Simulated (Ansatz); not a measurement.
**Exact exchange and the HOMO–LUMO gap of GaCl3**

GaCl3: 4 atoms, total charge 0, spin state singlet. SMILES: `[Cl][Ga]([Cl])[Cl]`. The shape is that of a PBE0-D4/def2-TZVP optimisation.

The HOMO–LUMO gap y, in eV, basis aug-cc-pVDZ; a is the functional's share of exact exchange. Programs: Ansatz 0.2.0.

```
functional  program     a  y (eV)
    revPBE   Ansatz     0    5.06
       PBE   Ansatz     0    5.00
     B3LYP   Ansatz   0.2    6.72
      PBE0   Ansatz  0.25       ?
     BHLYP   Ansatz   0.5    9.44
```

Fit y = c + s·a to the known rows and predict PBE0.


1. Means of the 4 rows: a = 0.1750, y = 6.555.
2. Σ(Δa)² = 0.1675, Σ(Δa·Δy) = 1.4755, so the slope is 1.4755/0.1675 = 8.809.
3. Intercept: 6.555 − (8.809) × 0.1750 = 5.013. The largest residual of the fit is 0.055.
4. PBE0: 5.013 + (8.809) × 0.25 = 7.22 eV.

The run gave 7.33 eV, so the prediction is off by -0.11 eV, more than the largest residual. Exact exchange lowers occupied levels and raises empty ones. The rows mix families of semi-local functionals, which the line can't see.
